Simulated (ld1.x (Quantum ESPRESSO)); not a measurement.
## carbon (C): excitation energies, all-electron against ultrasoft

| Quantity | Value |
| --- | --- |
| Element | carbon |
| Generator | ld1.x (Quantum ESPRESSO) 7.5 |
| Type | ultrasoft |
| Functional | LDA (PZ) |
| Relativity | scalar-relativistic |
| Frozen core | [He] |
| Valence charge | 4 |
| Reference configuration | 2s2 2p2 |
| Partial waves | 2s (bound): rcut 0.85, rcutus 1.05 bohr; 2s channel at -0.25 Ry: rcut 0.85, rcutus 1.05 bohr; 2p (bound): rcut 2.40, rcutus 2.60 bohr; 2p channel at 0.25 Ry: rcut 2.40, rcutus 2.60 bohr |
| Local potential | all-electron potential smoothed inside 1.30 bohr (lloc = -1) |
| Core correction | a·sin(br)/r model core, default radius (core density twice the valence density) |
| Augmentation charge | PSQ, inside the norm-conserving radii |

Energies are relative to the spin-unpolarised reference configuration 2s2 2p2; without spin polarisation the order of configurations can differ from experiment. Spin-polarised rows fill each open shell by Hund’s rule, majority spin first.

(1) Give the all-electron excitation energy and the error of the potential for: 2s2 2p1; 2s2 2p0; 2s1 2p0; 2s1 2p2; 2s1 2p3; 2s0 2p4; 2s2 2p1.5; 2s2 2p2 (spin-polarised); 2s2 2p1 (spin-polarised).

Levels in the configuration 2s2 2p1.5:

```json
{"level": "2s", "all-electron (eV)": "-19.248", "pseudo (eV)": "-19.271"}
{"level": "2p", "all-electron (eV)": "-10.847", "pseudo (eV)": "-10.858"}
```

Results:

(1)

| valence configuration | charge | ΔE all-electron (eV) | error AE − PS (meV) |
| --- | --- | --- | --- |
| 2s2 2p1 | +1 | 10.988 | -9.1 |
| 2s2 2p0 | +2 | 35.247 | +105 |
| 2s1 2p0 | +3 | 83.217 | +215 |
| 2s1 2p2 | +1 | 19.482 | -45 |
| 2s1 2p3 | 0 | 8.242 | +3.8 |
| 2s0 2p4 | 0 | 16.517 | +17 |
| 2s2 2p1.5 | +0.5 | 4.029 | -2.5 |
| 2s2 2p2 (spin-polarised) | 0 | -1.128 | -12 |
| 2s2 2p1 (spin-polarised) | +1 | 10.591 | -20 |
